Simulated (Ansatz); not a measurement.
Correlation energies of CH7FSi2, SMILES `F[SiH2]C[SiH3]` by basis set

Cartesian coordinates in Å:
```
F 2.821 -0.716 0.232
Si 1.318 -0.797 -0.322
C 0.265 0.469 0.527
Si -1.527 0.499 -0.025
H 1.373 -0.548 -1.784
H 0.822 -2.169 -0.054
H 0.291 0.284 1.607
H 0.697 1.461 0.356
H -2.281 1.545 0.714
H -2.167 -0.819 0.229
H -1.612 0.791 -1.481
```

Charge 0, multiplicity 1. Geometry: relaxed with PBE0-D4/def2-TZVP. It is one conformer, not always the lowest. Frozen core, restricted reference, Ansatz. CBS rows extrapolate triple and quadruple zeta; past MP2 they add the triple-zeta difference.

```json
{"basis": "def2-SVP", "HF (Eh)": "-719.02112", "MP2 corr.": "?", "CCSD corr.": "-0.58569", "(T)": "-0.01277", "CCSD(T) total": "?"}
{"basis": "def2-TZVPP", "HF (Eh)": "-719.40756", "MP2 corr.": "-0.68066", "CCSD corr.": "-0.73033", "(T)": "?", "CCSD(T) total": "?"}
{"basis": "def2-QZVPP", "HF (Eh)": "-719.43290", "MP2 corr.": "?", "CCSD corr.": "–", "(T)": "–", "CCSD(T) total": "–"}
{"basis": "CBS(def2)", "HF (Eh)": "-719.43639", "MP2 corr.": "?", "CCSD corr.": "-0.82500", "(T)": "as TZ", "CCSD(T) total": "?"}
```

(1) Fill in the withheld values. (Estimate.)

## Answers

(1) Computed: def2-SVP MP2 corr.: -0.53154; def2-SVP CCSD(T) total: -719.61958; def2-TZVPP (T): -0.02342; def2-TZVPP CCSD(T) total: -720.16131; def2-QZVPP MP2 corr.: -0.73504; CBS(def2) MP2 corr.: -0.77533; CBS(def2) CCSD(T) total: -720.28481.
